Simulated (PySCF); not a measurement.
NICS in isomers of C7H9NOSi.

Probes without a nucleus sit at each ring's centroid and 1 Å off its mean plane on both sides; NICS is minus the shielding there, NICSzz its component along the normal. Level: GIAO PBE0/pcSseg-1 (PySCF, non-relativistic, gas phase) on the GFN2-xTB geometries, one conformer each. Atom numbers follow the mapped SMILES.

**Question.** Order these rings by mean NICS(1)zz, lowest (most negative) first (ppm).
A. ring N6–C7–C8–C9–C10 in `[CH:1]#[C:2][SiH2:3][O:4][CH2:5][n:6]1[cH:7][cH:8][cH:9][cH:10]1`
B. ring C5–C6–C7–N8–C9–C10 in `[SiH3:1][O:2]/[CH:3]=[CH:4]/[c:5]1[cH:6][cH:7][n:8][cH:9][cH:10]1`
C. ring Si3–C4–C6–C7 in `[CH3:1][CH2:2][Si@H:3]1[C:4](=[O:5])[CH:6]=[C:7]1[CH2:8][C:9]#[N:10]`

**Answer.** A (-29.8), B (-25.2), C (-0.9).

| SMILES | ring | NICS(0) | NICS(1) | NICS(1)zz | HOMA | rms pucker (Å) | ring atoms with four or more neighbours |
| --- | --- | --- | --- | --- | --- | --- | --- |
| C#C[SiH2]OCn1cccc1 | 5-membered ring with N; formal bonds all aromatic | -13.5 | -10.9 | -29.8 | 0.89 | 0.00 | 0 |
| [SiH3]O/C=C/c1ccncc1 | 6-membered ring with N; formal bonds all aromatic | -6.3 | -10.2 | -25.2 | 0.98 | 0.00 | 0 |
| CC[Si@H]1C(=O)C=C1CC#N | 4-membered ring with Si; formal bonds 1 double, 3 single | 6.5 | -2.9 | -0.9 | – | 0.01 | 1 |

NICS(0) gives the same order. The isotropic NICS(1) gives the same order. HOMA uses Krygowski's 1993 parameters; it is left out where a ring has a four-coordinate atom, a triple bond, no multiple bond or a kind of bond without parameters. NICS(1) and NICS(1)zz are means over the two faces.
